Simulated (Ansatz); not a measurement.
C3H5ClSn, relaxed with RKS PBE0-D4/def2-TZVP in Ansatz 0.2.0 from a PBE-D4/def2-SVP geometry. The force threshold is 0.005 eV/Å; the program also tests the step.

The species carries charge 0 and has multiplicity 1. Sn: def2 effective core potential. The bonds changed during the relaxation, so this is another structure than the one it started from.

Start:

```xyz
10

C     1.648    0.487    0.332
C     0.392    0.718    0.025
C    -0.859    1.019   -0.336
Sn   -1.719   -1.402    0.456
Cl   -0.973   -2.364   -1.660
H     2.423    1.227    0.062
H     1.965   -0.433    0.844
H    -1.498    1.665    0.292
H    -1.203    0.800   -1.362
H    -0.176   -1.717    1.348
```

| step | energy (eV) | largest force (eV/Å) | largest move (Å) |
| --- | --- | --- | --- |
| 1 | -21539.7954 | 0.553 | 0.000 |
| 2 | -21539.8141 | 0.327 | 0.185 |
| 3 | -21539.8189 | 0.562 | 0.111 |
| 4 | -21539.8535 | 0.311 | 0.073 |
| 5 | -21539.8560 | 0.255 | 0.018 |
| 6 | -21539.8577 | 0.113 | 0.010 |
| 7 | -21539.8584 | 0.074 | 0.010 |
| 8 | -21539.8586 | 0.061 | 0.012 |
| 9 | -21539.8590 | 0.174 | 0.092 |
| 10 | -21539.8598 | 0.153 | 0.030 |
| 11 | -21539.8606 | 0.041 | 0.043 |
| 12 | -21539.8609 | 0.044 | 0.017 |
| 13 | -21539.8612 | 0.045 | 0.069 |
| 14 | -21539.8614 | 0.033 | 0.019 |
| 15 | -21539.8614 | 0.025 | 0.026 |
| 16 | -21539.8616 | 0.042 | 0.019 |
| 17 | -21539.8617 | 0.037 | 0.017 |
| 18 | -21539.8617 | 0.029 | 0.023 |
| 19 | -21539.8617 | 0.022 | 0.017 |
| 20 | -21539.8618 | 0.014 | 0.013 |
| 21 | -21539.8618 | 0.009 | 0.009 |
| 22 | -21539.8618 | 0.007 | 0.006 |
| 23 | -21539.8618 | 0.007 | 0.002 |
| 24 | -21539.8618 | 0.005 | 0.004 |

End:

```xyz
10

C     1.590    0.408    0.229
C     0.359    0.724   -0.008
C    -0.878    1.075   -0.298
Sn   -1.703   -1.396    0.352
Cl   -0.533   -2.400   -1.492
H     2.381    1.127    0.032
H     1.859   -0.570    0.609
H    -1.484    1.630    0.413
H    -1.251    0.981   -1.314
H    -0.340   -1.580    1.478
```

Hardware: 4 threads of an Arm Neoverse V1 on a shared host. Wall time 100 s, peak host memory 0.64 GiB.
